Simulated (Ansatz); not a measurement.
`BS[CH2][GeH3]` + H₂ → `[CH3][GeH3]` + `BS`  (hydrogenolysis of a C–S bond)

Program: Ansatz. Geometries: PBE0-D4/def2-TZVP. ΔE: electronic, gas phase. CCSD(T)/CBS is the MP2 limit (def2-TZVPP, def2-QZVPP) plus CCSD(T) − MP2 in def2-TZVPP, frozen cores. This one scheme is used for every species. DFT in def2-TZVPP. B3LYP here is the variant with VWN-RPA as its local correlation; programs differ in this. For Ge outer-core shells are correlated without core-valence functions, which leaves a few kJ/mol of doubt a bond. Scalar relativity is left out up to krypton. Each species was taken in one conformer, which may not be the lowest.

| level | ΔE (kcal/mol) | difference from CCSD(T)/CBS |
| --- | --- | --- |
| r2SCAN-D4 | -16.5 | -0.3 |
| PBE0-D4 | -16.8 | -0.6 |
| B3LYP-D4 | -16.8 | -0.6 |
| ωB97X-V | -17.5 | -1.3 |
| PBE | -17.3 | -1.1 |
| r2SCAN | -17.1 | -0.9 |
| PBE0 | -18.6 | -2.4 |
| B3LYP | -20.2 | -4.0 |
| MP2/def2-TZVPP | -15.7 | 0.5 |
| SCS-MP2/def2-TZVPP | -17.1 | -0.9 |
| CCSD/def2-TZVPP | -19.1 | -2.9 |
| CCSD(T)/def2-TZVPP | -17.4 | -1.2 |
| MP2/def2-QZVPP | -15.0 | 1.2 |
| HF/CBS(def2) | -24.3 | -8.1 |
| MP2/CBS(def2) | -14.5 | 1.7 |
| CCSD/CBS(def2) | -17.9 | -1.7 |
| CCSD(T)/CBS | -16.2 | 0 |

Largest T1 diagnostic among the species: 0.015.

The D4 term adds +3.4 kcal/mol with B3LYP and +1.8 kcal/mol with PBE0; it sums over pairs of atoms, weighted by their polarisabilities, and B3LYP, whose exchange is more repulsive, gets the larger term. In def2-TZVPP, CCSD(T) changes the Hartree–Fock value by +6.9 kcal/mol (the triples alone add +1.7 kcal/mol) and MP2 by +8.6 kcal/mol. From PBE to PBE0 (25 % exact exchange), in def2-TZVPP and without D4, ΔE moves by −1.3 kcal/mol.
